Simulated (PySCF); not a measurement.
Molecule: SMILES C=CCCC(F)=C=O, C6H7FO.

Geometry (Å), atoms numbered from 1 in this order:
```xyz
15

C    -1.5914    1.1782    0.9684
C    -1.0817    0.7791   -0.1811
C    -0.7947   -0.6483   -0.5254
C     0.7075   -0.8699   -0.7675
C     1.5006   -0.6415    0.4900
F     1.4343   -1.6408    1.4188
C     2.1095    0.4786    0.7534
O     2.6747    1.4924    0.8590
H    -1.7754    2.2172    1.1814
H    -1.8511    0.4779    1.7457
H    -0.8238    1.5004   -0.9464
H    -1.3317   -0.9195   -1.4382
H    -1.1319   -1.3021    0.2805
H     1.0677   -0.1939   -1.5441
H     0.8830   -1.8998   -1.0862
```

Frames of a GFN2-xTB Langevin trajectory at 300 K; GIAO PBE0/pcSseg-1 shieldings in PySCF 2.14.0 with density-fitted response routines, gas phase, non-relativistic; equivalent atoms averaged within each frame.

Chemical shifts δ = σref − σ; TMS for ¹³C (σ = 186.93 ppm), ¹H (σ = 31.72 ppm); ¹⁹F (σ = 170.95 ppm) against CFCl3; H2O for ¹⁷O (σ = 336.08 ppm), all at this level. The references are static minima.

How do the shifts (ppm) fluctuate along the trajectory?

Answers


```csv
time (fs),C7,C2,C5,C1,C3,C4,F6,O8,H10,H11
250,254.5,150.4,145.4,128.4,36.7,29.4,-324.2,600.8,6.02,5.83
425,279.4,145.5,125.9,122.0,39.3,27.3,-312.2,651.3,5.67,5.55
625,241.5,140.2,135.1,128.0,40.1,33.6,-313.1,569.5,7.06,5.32
800,238.4,138.9,115.3,130.2,30.9,24.6,-310.9,546.4,5.54,5.42
1000,287.9,143.9,148.2,120.9,38.5,30.3,-288.3,717.4,5.26,5.98
mean of frames,260.3,143.8,134.0,125.9,37.1,29.0,-309.7,617.1,5.91,5.62
standard deviation,22.3,4.6,13.7,4.2,3.7,3.4,13.1,68.5,0.70,0.28
```

5 frames give an uncertainty of the mean of about the standard deviation over 2.2 at best, since frames this close in time may not be independent; classical motion lacks zero-point vibration, and the reference would need the same averaging.
